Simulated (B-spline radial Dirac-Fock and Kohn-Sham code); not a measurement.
**Photoemission from Pd at 6000 eV, detector at θ = 30°, φ = 0°**

System: atomic palladium in the configuration [Kr] 4d10. Method: Dirac-Hartree-Slater photoionisation with a Latter tail; cross sections with all multipoles, angular parameters from the dipole term and its interference with E2. Computed with a radial finite-basis atomic code. Thresholds are tabulated edges, those marked * orbital energies of the model. For linearly polarised light dσ/dΩ = σ/(4π) [1 + β P₂(cos θ) + (δ + γ cos²θ) sin θ cos φ], with θ from the polarisation vector and φ the angle between the beam and the projection of the electron momentum on the plane normal to the polarisation. The dipole factor is 1 + βP₂ and the non-dipole term is the rest of the bracket. Open shells are filled statistically over j.

```csv
subshell,threshold (eV),σ (kb),β,γ,δ,dipole factor,non-dipole term,dσ/dΩ (kb/sr)
2s,3604.0,15.1,1.99,-0.09,0.000,2.247,-0.033,2.66
2p1/2,3330.0,16.9,1.43,0.59,0.047,1.895,+0.243,2.87
2p3/2,3173.0,30.1,1.48,0.65,0.049,1.926,+0.268,5.25
3s,671.6,3.03,1.99,0.10,0.000,2.247,+0.039,0.551
3p1/2,559.9,2.41,1.41,0.89,0.039,1.879,+0.353,0.428
3p3/2,532.3,4.31,1.45,0.94,0.040,1.908,+0.371,0.783
3d3/2,340.5,0.852,0.86,1.21,0.216,1.539,+0.562,0.142
3d5/2,335.2,1.20,0.83,1.19,0.226,1.516,+0.559,0.197
4s,87.10,0.572,1.99,0.16,0.000,2.247,+0.061,0.105
4p1/2,58.70*,0.382,1.39,0.93,0.039,1.871,+0.367,0.0681
4p3/2,54.07*,0.677,1.44,0.97,0.040,1.900,+0.384,0.123
4d3/2,7.31*,0.0768,0.84,1.21,0.214,1.526,+0.559,0.0127
4d5/2,6.82*,0.105,0.80,1.19,0.224,1.502,+0.557,0.0173
```
